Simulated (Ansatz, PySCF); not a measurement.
CBr₂ClF, SMILES BrC(Cl)(Br)F.

The structure is a stationary point at TPSSh-D3(BJ)/def2-SVP.

Vertical ionisation energy (IE) and electron affinity (EA) in eV. Rows of orbital energies are one-electron estimates. Where ΔSCF, EOM or ADC give a negative EA the extra electron is unbound and the value depends on the basis.

```json
[
 {"level": "−ε(HOMO), −ε(LUMO), r2SCAN/def2-TZVP (PySCF)", "IE": "7.49", "EA": "3.03"},
 {"level": "−ε(HOMO), −ε(LUMO), PBE/def2-TZVP (PySCF)", "IE": "7.14", "EA": "3.07"},
 {"level": "ΔSCF, PBE/def2-SVPD (Ansatz), final states of multiplicity 2 and 2", "IE": "?", "EA": "?"}
]
```

What belongs in the gaps? (An estimate is asked for; the answer gives what the named calculation found.)


- ΔSCF, PBE/def2-SVPD (Ansatz, a program for electronic structure), final states of multiplicity 2 and 2, IE: 10.16
- ΔSCF, PBE/def2-SVPD (Ansatz), final states of multiplicity 2 and 2, EA: 0.59

What vertical singlet–triplet gap does ΔSCF give with PBE/def2-SVPD (Ansatz)? (An estimate is asked for; the answer gives what the named calculation found.)

4.02 eV (triplet above singlet where positive).
